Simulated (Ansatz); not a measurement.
The cluster Li6O2. Charge 0, multiplicity 3. Geometry PBE0-D4/def2-TZVP, that of the neutral singlet; atoms count from 1.

Cartesian coordinates in Å:
```
Li -0.322 -1.831 0.842
Li -1.194 -0.232 -1.779
Li -0.269 -0.324 3.486
Li 0.435 2.049 -2.218
Li 0.026 0.684 0.580
Li 1.353 -0.556 -1.549
O 0.177 0.692 -1.224
O -0.207 -0.481 1.862
```

At PBE0-D4/def2-TZVP a singlet of charge 0 lies 0.17 eV below the triplet at the same geometry. That singlet is doubtful there (restricted singlet, unstable towards broken spin symmetry at other levels and untested here). The structure comes from a short search, and lower isomers may exist.

Estimate the Mulliken populations from the PBE0/def2-TZVP orbitals of Ansatz.


```
atom  charge (e)  spin (α − β)
 Li1        0.29          0.49
 Li2        0.43          0.41
 Li3        0.69          0.03
 Li4        0.08          0.80
 Li5        0.85         -0.11
 Li6        0.43          0.41
  O7       -1.43         -0.02
  O8       -1.35         -0.01
```
Mulliken values and Mayer orders depend strongly on the basis.

Where does the spin sit?

Summed by element: Li 2.03, O -0.03, of 2 unpaired in all. Largest on single atoms: Li4 0.80, Li1 0.49, Li2 0.41.

And the Mayer bond orders between bonded heavy atoms (over 0.3)?

Li1–O8 0.38 (1.70 Å); Li3–O8 0.50 (1.63 Å).
